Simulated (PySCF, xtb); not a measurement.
C4H10BN, SMILES C=C(C)B(C)N.

Geometry: TPSSh-D3(BJ)/def2-SVP. This is a generated structure with no PubChem entry under its InChIKey; it may be hypothetical. The values are those of a single conformer.

The numbers are results of IEF-PCM-M06-2X/def2-SVP (PySCF 2.14.0), not measurements.

The values are the electrostatic part of the solvation free energy, E(continuum) − E(gas) at the gas-phase geometry, in a cavity of scaled van der Waals radii (PySCF's table); cavitation and dispersion terms are not included. In vacuum the orbital gap is 9.06 eV. The dipole moment in vacuum is 1.36 D.

Computed values in water (ε = 78.36), 2-propanol (ε = 19.26), N,N-dimethylformamide (ε = 37.22):
```
solvent                    ε  ΔG(elec) (kcal/mol)  dipole (D)  gap (eV)
---------------------  -----  -------------------  ----------  --------
water                  78.36                 -3.4        1.70      9.07
2-propanol             19.26                 -3.1        1.67      9.07
N,N-dimethylformamide  37.22                 -3.3        1.69      9.07
```

For comparison, GFN2-xTB/ALPB(water) (xtb, at the GFN2-xTB geometry, all terms of that model) gives -2.8 kcal/mol.
